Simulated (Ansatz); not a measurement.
All values below come from frozen-core CCSD(T)/cc-pVTZ // B3LYP-D3(BJ)/def2-TZVP (Ansatz, a program for electronic structure). The geometry is that of the parent before the electron was removed.

Ansatz 0.2 input:
```yaml
crystal:
  periodic: [false, false, false]
  atoms:
    - { symbol: F, position_ang: [-1.042309, -0.91987, -0.356809] }
    - { symbol: B, position_ang: [-0.140757, 0.032705, -0.419873] }
    - { symbol: F, position_ang: [-0.519197, 1.282604, -0.283051] }
    - { symbol: Br, position_ang: [1.702258, -0.395443, -0.70777] }
basis:
  gaussian: { orbitals: cc-pVTZ }
correlation:
  method: ccsd_t
total_charge: 1
magnetization:
  spin_polarized: true
  initial_magnetization: 1
```

Output:

```
Functional definition: HF
849 factors; integrals over basis functions are off by at most 1.5e-3 eV
mean field evaluation 1: about -76073.7102 eV, gradient 4.3e1 eV
mean field evaluation 2: about -76073.7131 eV, gradient 4.3e1 eV
mean field evaluation 4: about -76079.6317 eV, gradient 2.3e0 eV
mean field evaluation 8: about -76079.6774 eV, gradient 1.1e-3 eV
mean field evaluation 16: about -76079.6711 eV, gradient 2.8e-1 eV
mean field evaluation 32: about -76079.3926 eV, gradient 6.4e-5 eV
mean field evaluation 64: about -76076.7901 eV, gradient 1.2e0 eV
mean field evaluation 96: about -76074.4065 eV, gradient 1.2e1 eV
mean field evaluation 128: about -76076.8243 eV, gradient 3.9e-1 eV
mean field evaluation 160: about -76079.6774 eV, gradient 2.2e-2 eV
mean field -76079.67744141 eV, -2795.8765773143 hartree, gradient 4.8e-6 eV, S^2 0.759792; 6 other end points of the search recorded, 0 dependent functions left out
determinant -76079.67744141 eV, -2795.8765773143 hartree, with singles and doubles -76101.24996465 eV, -2796.6693529211 hartree
determinant -76079.39261579 eV, -2795.8661101656 hartree, with singles and doubles -76100.97870372 eV, -2796.6593842657 hartree
determinant -76076.82678129 eV, -2795.7718174871 hartree, with singles and doubles -76098.74827876 eV, -2796.5774176601 hartree
determinant -76079.67744141 eV, -2795.8765773143 hartree, with singles and doubles -76101.27589658 eV, -2796.6703059019 hartree
determinant -76079.39261579 eV, -2795.8661101656 hartree, with singles and doubles -76101.00412475 eV, -2796.6603184714 hartree
12 core orbitals not correlated
reference -76079.67744141 eV, -2795.8765773143 hartree; 17, 16 occupied and 104, 105 virtual orbitals, 849 factors
second order -21.25120721 eV of doubles, -0.00000000 eV of singles
cycle   1  -21.59845892 eV  change   -3.7e-6 eV  update   3.5e-6
perturbative correction -0.72406686 eV, -0.0266089662 hartree
Total energy: -76101.99996718 eV, -2796.6969150057 hartree
```

Cost: around 8 core-minutes (rough).
